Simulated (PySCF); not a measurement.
Compound: C₃H₉BFN.
SMILES with atom numbers: `[CH2:1]=[C:2]([BH2-:3][NH3+:4])[CH2:5][F:6]` (hydrogens: H7, H8 on C1; H9, H10 on B3; H11, H12, H13 on N4; H14, H15 on C5)

Geometry (GFN2-xTB, Å), atoms numbered from 1 in this order:
```
atom  x, y, z in Å
C1    -1.4148    1.1706    0.7381
C2    -0.6770    0.3008    0.0616
B3     0.7045    0.6652   -0.6886
N4     1.8630   -0.2562    0.0303
C5    -1.2069   -1.1013   -0.0846
F6    -0.2678   -2.0544    0.3218
H7    -1.1052    2.1965    0.8421
H8    -2.3628    0.9168    1.1950
H9     0.6824    0.3338   -1.8340
H10    1.0335    1.7968   -0.5317
H11    1.5632   -1.2263   -0.0146
H12    1.9467    0.0220    1.0020
H13    2.7499   -0.1374   -0.4454
H14   -2.0993   -1.2887    0.5217
H15   -1.4138   -1.3302   -1.1357
```

PySCF, density fitting, gas phase, GFN2-xTB geometry. The standard run uses grid level 2 after a coarse-grid start, the def2-universal JK fitting basis (with tight functions added where the orbital basis needs them), an energy threshold of 1e-9 Eh and DIIS. The changed runs have no coarse-grid stage.

Q: Standard PBE0/aug-pcSseg-1: E = -298.812858 Eh, HOMO -7.105 eV, LUMO -0.620 eV, dipole 3.241 D, 14 cycles (coarse-grid cycles included). What changes at PBE0/aug-pcSseg-1 with: energy threshold 1e-06 Eh?

A: E = -298.812858 Eh (0.000 mEh), HOMO -7.105 eV (0.000), LUMO -0.620 eV (0.000), dipole 3.241 D (0.000), 8 SCF cycles. The result matches the standard run within 0.02 mEh and 0.003 eV; such settings steer the iterations and don't enter the energy expression.

The cycles:
```
cycle   1  E = -298.7361249804  dE =  5.065e-01  |g| = 5.604e-01  |ddm| = 7.355e+00
cycle   2  E = -298.7200550259  dE =  1.607e-02  |g| = 6.865e-01  |ddm| = 2.537e+00
cycle   3  E = -298.8112945097  dE = -9.124e-02  |g| = 8.916e-02  |ddm| = 1.286e+00
cycle   4  E = -298.8125994093  dE = -1.305e-03  |g| = 3.350e-02  |ddm| = 2.073e-01
cycle   5  E = -298.8128400893  dE = -2.407e-04  |g| = 8.160e-03  |ddm| = 7.517e-02
cycle   6  E = -298.8128552667  dE = -1.518e-05  |g| = 3.209e-03  |ddm| = 2.278e-02
cycle   7  E = -298.8128576601  dE = -2.393e-06  |g| = 1.080e-03  |ddm| = 8.754e-03
cycle   8  E = -298.8128579317  dE = -2.716e-07  |g| = 1.729e-04  |ddm| = 2.164e-03
```
